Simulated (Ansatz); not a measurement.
Species: AlH$_{2}$Cl, charge 0, singlet. AlH2Cl (SMILES [AlH2][Cl]).
B3LYP-D3(BJ)/def2-TZVP minimum from Ansatz (a program for electronic structure):
```xyz
4

Al    -0.0103    -0.3579    -1.0120
H     -1.4022    -0.4710    -1.7277
H      1.3676    -0.7287    -1.6648
Cl     0.0099     0.3442     0.9734
```

Total energies in hartree (Ansatz). Open shells are spin-unrestricted; no spin-orbit coupling. Cores are frozen in correlated methods. No relativity. For partners of very few electrons the exact lower level stands in for a higher one.

```tsv
species	HF/cc-pV(T+d)Z	CCSD(T)/cc-pV(T+d)Z	HF/cc-pV(Q+d)Z	CCSD(T)/cc-pV(Q+d)Z	CCSDT(Q)/cc-pV(T+d)Z
1: AlH2Cl (SMILES [Cl][AlH2])	-702.67554	-702.98883	-702.68202	-703.02077	-702.99006
2: Al (doublet)	-241.87908	-241.93131	-241.88044	-241.93374	-241.93179
3: H (doublet)	-0.49981	-0.49981	-0.49995	-0.49995	-0.49981
4: Cl (doublet)	-459.48556	-459.67356	-459.48916	-459.69449	-459.67440
```

Q: Work out the atomisation energy (electronic, to ground-state atoms) in kJ/mol: take Hartree-Fock from cc-pV(Q+d)Z, extrapolate the CCSD(T) correlation energy as X^-3 (X = 3, 4), and add CCSDT(Q) - CCSD(T) in cc-pV(T+d)Z. 1 hartree = 2625.5 kJ/mol.

A: 
Species 1: correlation (64·(-0.33875) - 27·(-0.31329))/37 = -0.35733; step -0.00123; E1 = -702.68202 + (-0.35733) + (-0.00123) = -703.04058
Species 2: correlation (64·(-0.05330) - 27·(-0.05223))/37 = -0.05408; step -0.00048; E2 = -241.88044 + (-0.05408) + (-0.00048) = -241.93500
Species 3: correlation (64·(0.00000) - 27·(0.00000))/37 = 0.00000; step +0.00000; E3 = -0.49995 + (0.00000) + (+0.00000) = -0.49995
Species 4: correlation (64·(-0.20533) - 27·(-0.18800))/37 = -0.21798; step -0.00084; E4 = -459.48916 + (-0.21798) + (-0.00084) = -459.70798
-1·E1 +1·E2 +2·E3 +1·E4 = 0.39770 hartree = 1044.2 kJ/mol.
